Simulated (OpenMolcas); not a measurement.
Eu2+: moving the ligands

Eu2+ with 6 ligands (fluoride) in tetragonal octahedral coordination (D4h) at 2.48 Å, the axial distance 2.703 Å. A charge of +0.667 e stands 3.2 Å behind each ligand. Ligand basis ANO-RCC-VDZP.

```yaml
Program: OpenMolcas
Method: CASSCF
Basis: ANO-RCC-VDZP [7s6p4d2f1g]
Scalar_Hamiltonian: DKH2, point nucleus
Active_space: 7 electrons in 7 orbitals (4f)
State_averaging: 2S+1 = 8 odd, 1 root; 2S+1 = 6 odd, 21 roots kept (CI in the orbitals of an earlier block)
Spin-orbit_coupling: RASSI with atomic mean-field integrals over the reference wave functions
```

Runs around this geometry, states (labels of D4, the rotations of D4h). Energies in cm-1 above the lowest state or level, χT in cm3 K/mol.

```
R (Å)  Ground state  χT at 300 K
 2.32           8A1        7.859
 2.48           8A1        7.859
 2.55           8A1        7.859
```

No quartet enters the spin-orbit mixing, so the splitting and order within the octet and the sextets are unsound, and g values and χT are rough. No measured value stands beside these numbers; the geometry was imposed, not optimised, and the real ion may take another.
